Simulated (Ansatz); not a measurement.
Born–Oppenheimer molecular dynamics of C2H11OPSi2 (17 atoms, charge 0, multiplicity 1). It starts from a relaxed structure.

Method: RKS B3LYP/STO-3G (Ansatz 0.2.0).

```
ensemble                      : NVE (velocity Verlet)
time step                     : 1 fs
steps asked                   : 265
starting velocities drawn for : 200 K
seed                          : 20537
```

First frame:

```xyz
17
Properties=species:S:1:pos:R:3
O -2.181 0.508 0.843
C -1.689 -0.555 -0.062
Si 0.197 -0.859 0.023
P 0.737 -2.619 -1.247
C 1.136 0.680 -0.521
Si 0.595 2.302 0.267
H -1.989 0.097 1.768
H -2.241 -1.507 0.106
H -1.967 -0.216 -1.079
H 0.503 -1.101 1.422
H 2.021 -2.727 -0.671
H 0.204 -3.540 -0.319
H 2.202 0.528 -0.306
H 1.062 0.783 -1.612
H -0.658 2.755 -0.289
H 1.593 3.317 0.019
H 0.455 2.154 1.697
```

(1) What does the run give?

(2) What happens to the structure?

(3) How do temperature and energy run in time?

Results:

(1) All steps were run.

```
steps done                                               : 265
time covered                                             : 265 fs
mean temperature over the second half                    : 103 K
spread of the potential energy over the second half      : 1.7 meV per atom
mean potential energy of the second half above the start : 11.3 meV per atom
```

The conserved energy stayed within 0.43 meV per atom of its start (net change 0.38 meV per atom), so the integration is sound. The temperature averaged 0.52 of the 200 K drawn at the start: a run that starts near a minimum puts about half its kinetic energy into the potential. A run of 0.27 ps of so small a system gives no equilibrium averages. Limits of this set-up: minimal basis.

(2) The same pairs are bonded in the first frame and the last. Pairs count as bonded within 1.25 times the sum of covalent radii (0.12 Å more for H–H). The details hang on the random start.

(3) 
```json
{"time (fs)": "0.0", "T (K)": "200", "potential energy less start (eV)": "0.000", "conserved less start (meV/atom)": "0.00"}
{"time (fs)": "13.0", "T (K)": "118", "potential energy less start (eV)": "0.163", "conserved less start (meV/atom)": "0.21"}
{"time (fs)": "26.0", "T (K)": "78", "potential energy less start (eV)": "0.243", "conserved less start (meV/atom)": "0.39"}
{"time (fs)": "39.0", "T (K)": "114", "potential energy less start (eV)": "0.170", "conserved less start (meV/atom)": "0.24"}
{"time (fs)": "52.0", "T (K)": "111", "potential energy less start (eV)": "0.176", "conserved less start (meV/atom)": "0.24"}
{"time (fs)": "65.0", "T (K)": "71", "potential energy less start (eV)": "0.256", "conserved less start (meV/atom)": "0.41"}
{"time (fs)": "78.0", "T (K)": "84", "potential energy less start (eV)": "0.231", "conserved less start (meV/atom)": "0.34"}
{"time (fs)": "91.0", "T (K)": "112", "potential energy less start (eV)": "0.175", "conserved less start (meV/atom)": "0.22"}
{"time (fs)": "104.0", "T (K)": "87", "potential energy less start (eV)": "0.225", "conserved less start (meV/atom)": "0.32"}
{"time (fs)": "117.0", "T (K)": "67", "potential energy less start (eV)": "0.264", "conserved less start (meV/atom)": "0.37"}
{"time (fs)": "130.0", "T (K)": "111", "potential energy less start (eV)": "0.177", "conserved less start (meV/atom)": "0.23"}
{"time (fs)": "143.0", "T (K)": "93", "potential energy less start (eV)": "0.212", "conserved less start (meV/atom)": "0.23"}
{"time (fs)": "156.0", "T (K)": "91", "potential energy less start (eV)": "0.216", "conserved less start (meV/atom)": "0.34"}
{"time (fs)": "169.0", "T (K)": "102", "potential energy less start (eV)": "0.194", "conserved less start (meV/atom)": "0.28"}
{"time (fs)": "182.0", "T (K)": "111", "potential energy less start (eV)": "0.175", "conserved less start (meV/atom)": "0.15"}
{"time (fs)": "195.0", "T (K)": "113", "potential energy less start (eV)": "0.173", "conserved less start (meV/atom)": "0.21"}
{"time (fs)": "208.0", "T (K)": "97", "potential energy less start (eV)": "0.205", "conserved less start (meV/atom)": "0.29"}
{"time (fs)": "221.0", "T (K)": "98", "potential energy less start (eV)": "0.203", "conserved less start (meV/atom)": "0.27"}
{"time (fs)": "234.0", "T (K)": "111", "potential energy less start (eV)": "0.176", "conserved less start (meV/atom)": "0.24"}
{"time (fs)": "247.0", "T (K)": "97", "potential energy less start (eV)": "0.205", "conserved less start (meV/atom)": "0.31"}
{"time (fs)": "260.0", "T (K)": "95", "potential energy less start (eV)": "0.211", "conserved less start (meV/atom)": "0.39"}
```

The run took 16 min on 1 thread of Arm Neoverse V1, on a shared host, peak memory 0.12 GiB.
